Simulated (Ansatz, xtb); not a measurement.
## A geometry optimisation of GaGeH3N with r2SCAN-D4/def2-SVP

The starting geometry of this gas-phase doublet was built from a drawn formula by distance geometry; its bonds are those of `[H]/[N]=[Ge]\[GaH2]`.

```yaml
atoms:
  - { symbol: Ga, position_ang: [-0.5394, 2.8686, -0.3136] }
  - { symbol: Ge, position_ang: [-1.0267, 1.1665, 0.9233] }
  - { symbol: N, position_ang: [-1.9579, -0.0440, 1.1296] }
  - { symbol: H, position_ang: [-2.7098, -0.4091, 0.6123] }
  - { symbol: H, position_ang: [0.3441, 3.9806, 0.4752] }
  - { symbol: H, position_ang: [0.0986, 2.5896, -1.7216] }
```

Question: Predict what becomes of its bonds when it is optimised with r2SCAN-D4/def2-SVP.

Answer: It keeps its bonds, and is `[NH]=[Ge][GaH2]`. Distances that change by over a tenth: Ga1–Ge2 (2.16 → 2.43 Å).

The energy falls by 1.17 eV over 12 steps:

```
step  E − E(last) (eV)
   1             1.168
   2             0.213
   3             0.075
   5             0.015
   6             0.009
   7             0.002
   8             0.001
  10             0.000
  11             0.000
  12             0.000
```

Final geometry (Å):

```xyz
6

Ga   -0.2788    3.0423   -0.4619
Ge   -1.0239    0.9666    0.5694
N    -1.9889   -0.2791    1.1224
H    -2.9980   -0.4221    1.0924
H     0.1131    4.0870    0.6247
H     0.3853    2.7575   -1.8418
```

From the same start GFN2-xTB ends elsewhere, differing in Ga1–Ge2 (3.35 against 2.43 Å here), Ga1–N3 (2.04 against 4.06 Å here), Ga1–H5 (1.99 against 1.56 Å here), Ga1–H6 (2.94 against 1.56 Å here), Ge2–H6 (1.67 against 3.32 Å here).

The end wasn't checked by frequencies. Open shells are spin-unrestricted. Run with Ansatz 0.2.0, 71 s on 1 thread of Intel(R) Xeon(R) 6975P-C (Granite Rapids), on a shared host.
